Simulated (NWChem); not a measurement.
System: GaCl₂F; SMILES [F][Ga]([Cl])[Cl]

Input file for NWChem:

```
start job
memory heap 200 mb stack 900 mb global 1100 mb
geometry units angstroms noautosym nocenter noautoz
  Ga     0.000000     0.000000     0.261702
  F      0.000000     0.000000     1.997480
  Cl    -1.859060     0.000000    -0.744637
  Cl     1.859060     0.000000    -0.744637
end
basis spherical
  * library cc-pvtz
end
dft
  xc pbe0
  iterations 150
end
property
  efieldgrad
end
task dft property
```

Geometry: optimised at PBE0/def2-SVP.

Vzz is the largest principal value of the second derivative of the potential at the nucleus (NWChem prints the opposite sign); η is the asymmetry. Non-relativistic.

Atoms are numbered as in the input.

Problem. Predict the main results of this run. (PBE0/cc-pVTZ.) Quantities: Vzz Ga1 (a.u.); η Ga1; Vzz Cl4 (a.u.); η Cl4.

Solution. 
| Property | Value |
|---|---|
| Vzz Ga1 (a.u.) | 2.170 |
| η Ga1 | 0.08 |
| Vzz Cl4 (a.u.) | 2.081 |
| η Cl4 | 0.24 |
